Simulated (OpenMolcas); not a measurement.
An atom or ion with 43 electrons was computed by SS-CASPT2, IPEA 0.25 Eh, imaginary shift 0.1 Eh with spin-orbit coupling (OpenMolcas, ANO-RCC-VTZP, DKH2). The lowest levels that the run gave, each within 12 % of the measured value where one is at hand:

```json
{"J": "9/2", "Parity": "even", "E (cm-1)": "0.0", "g": "1.330"}
{"J": "7/2", "Parity": "even", "E (cm-1)": "2090", "g": "1.237"}
{"J": "5/2", "Parity": "even", "E (cm-1)": "3420", "g": "1.031"}
{"J": "3/2", "Parity": "even", "E (cm-1)": "4270", "g": "0.410"}
{"J": "5/2", "Parity": "even", "E (cm-1)": "11800", "g": "1.594"}
{"J": "3/2", "Parity": "even", "E (cm-1)": "11990", "g": "1.666"}
{"J": "1/2", "Parity": "even", "E (cm-1)": "13290", "g": "2.550"}
{"J": "9/2", "Parity": "even", "E (cm-1)": "13760", "g": "1.094"}
{"J": "7/2", "Parity": "even", "E (cm-1)": "15830", "g": "0.893"}
{"J": "3/2", "Parity": "even", "E (cm-1)": "17570", "g": "1.216"}
{"J": "11/2", "Parity": "even", "E (cm-1)": "18230", "g": "1.091"}
{"J": "5/2", "Parity": "even", "E (cm-1)": "19260", "g": "1.204"}
```

Question: Which ion is it, and what are the configurations and terms?

Answer: Rh2+ (Z = 45, charge +2; active space 7 electrons in 5 orbitals (4d)). J, parity and g give the terms where levels are pure, and mixed ones are named by the computed weights; the size of the splittings, set against known spectra of the 43-electron sequence, gives the charge. In order, with the measured energies in cm-1 (the list in Shadmi, J. Res. Natl. Bur. Stand. 70A, 435 (1966)): 4d7 4F 9/2, 4d7 4F 7/2 (2148), 4d7 4F 5/2 (3486), 4d7 4F 3/2 (4322), 4d7 4P 5/2 (11062), 4d7 4P 3/2 (10997), 4d7 4P 1/2, 4d7 2G 9/2, 4d7 2G 7/2, 4d7 2P 3/2 [55 %], 4d7 2H 11/2, 4d7 2D 5/2(1).

CASPT2 breaks the degeneracy within a term, and the mean is taken; among the terms shown or strongly mixed into the levels shown the widest spread is 700 cm-1 (4d7 2H). Levels of configurations with an s electron are missing; early in the row they begin among the upper levels of the d shell and mix with terms of their name. Terms from blocks run as CI alone lack orbitals of their own. The CASPT2 spread within a term exceeds the gap to the next term for 4d7 2P and 4d7 2H, so the order of their levels is uncertain. Measured partners are found by configuration, term and J. A level has none where our copy of the source lacks it or the pairing is in doubt (some pairs that miss far off the trend of their configuration count as doubtful), and it then counts in no deviation. Levels of configurations outside the active space are missing.

A share in square brackets marks a mixed level and gives the weight of the term that names it. A number in round brackets counts repeated terms of one configuration in the order of the reference energies.
